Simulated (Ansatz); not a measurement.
Geometry optimisation, RHF/def2-SVP in Ansatz.

Input:

```yaml
crystal:
  periodic: [false, false, false]
  atoms:
    - { symbol: B, position_ang: [0.0, 0.0, 0.0] }
    - { symbol: F, position_ang: [0.0, 0.0, 1.32] }
    - { symbol: C, position_ang: [1.3856, 0.0, -0.8] }
    - { symbol: H, position_ang: [1.7152, -1.0462, -0.9702] }
    - { symbol: H, position_ang: [1.2491, 0.508, -1.7774] }
    - { symbol: H, position_ang: [2.1552, 0.5381, -0.2082] }
    - { symbol: C, position_ang: [-1.3856, 0.0, -0.8] }
    - { symbol: H, position_ang: [-1.9458, -0.9305, -0.5708] }
    - { symbol: H, position_ang: [-1.9898, 0.8797, -0.4946] }
    - { symbol: H, position_ang: [-1.1839, 0.0508, -1.8903] }
basis:
  gaussian: { orbitals: def2-SVP }
hamiltonian:
  xc: hf
relax:
  f_tol: 0.02
  max_steps: 40
output:
  orbitals: {}
```

Run as:

```bash
$ ansatz run input.yaml --threads 1 --pin off --max-ram 2048MiB --backend cpu --events-out ev --progress --plain --runs-dir out
```

Problem. Where does it end, and by what steps?

Solution. The forces met the threshold. The force dipped under the threshold on the way, but the program's further checks kept it going. After 18 steps the energy has fallen by 0.117 eV; H10 moved furthest, 0.44 Å.

```tsv
step	energy less start (eV)	largest force component (eV/Å)	accepted
0	0.0000	1.185	yes
1	-0.0975	0.420	yes
2	-0.1088	0.274	yes
3	-0.1114	0.099	yes
4	-0.1133	0.078	yes
5	-0.1147	0.020	yes
6	-0.0929	0.753	no
7	-0.1150	0.017	yes
8	-0.1147	0.169	no
9	-0.1156	0.038	yes
10	-0.1139	0.252	no
11	-0.1159	0.027	yes
12	-0.1161	0.029	yes
13	-0.1162	0.050	yes
14	-0.1163	0.040	yes
15	-0.1165	0.018	yes
16	-0.1166	0.028	yes
17	-0.1167	0.022	yes
18	-0.1167	0.016	yes
```

```xyz
10
Properties=species:S:1:pos:R:3
B 0.002 -0.065 -0.062
F -0.002 -0.216 1.259
C 1.399 0.092 -0.779
H 1.704 -0.898 -1.142
H 1.347 0.742 -1.655
H 2.180 0.449 -0.107
C -1.394 -0.054 -0.796
H -2.135 -0.670 -0.283
H -1.771 0.977 -0.784
H -1.330 -0.357 -1.842
```

Whether the end is a true minimum wasn't checked by a vibrational analysis.

The run took 32 s on 1 thread of Arm Neoverse V1, on a shared host, peak memory 0.14 GiB.
